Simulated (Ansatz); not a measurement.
A made-up structure of CHSSe (charge +1), singlet:

```csv
atom,x (Å),y (Å),z (Å)
S1,0.7805,-1.7932,0.7969
C2,0.0746,-0.5216,0.0465
Se3,-0.6925,0.6494,-0.7870
H4,-0.1038,1.7783,0.0249
```

It is relaxed with PBE-D4/def2-SVP and then PBE0-D4/def2-TZVP (Ansatz 0.2.0). Atoms count as bonded within 1.22 times the sum of their covalent radii (H–H: 0.88 Å). The end point is not checked to be a true minimum.

Does its bonding change? (A judgement: the text doesn't fix the answer.)

The calculation gives: No: no bond forms or breaks.

Where it ends: The first stage lowers the energy by 0.73 eV in 5 steps. It ends as CHSSe ([S][C][SeH]), total charge +1:
S1  (0.766, -1.741, 0.783)
C2  (0.112, -0.587, 0.086)
Se3  (-0.723, 0.701, -0.819)
H4  (-0.096, 1.740, 0.031)
(Å)

Labels in which every atom is bracketed show which atoms are joined, not bond orders.

For scale, one of the runs: PBE0-D4/def2-TZVP relaxation, 122 basis functions, launched by `ansatz run in.yaml --threads 2 --pin off --events-out ev --progress --plain --max-ram 4352MiB`. The run took about 13 s on 2 CPU threads of an Intel Xeon 6975P-C (shared host).
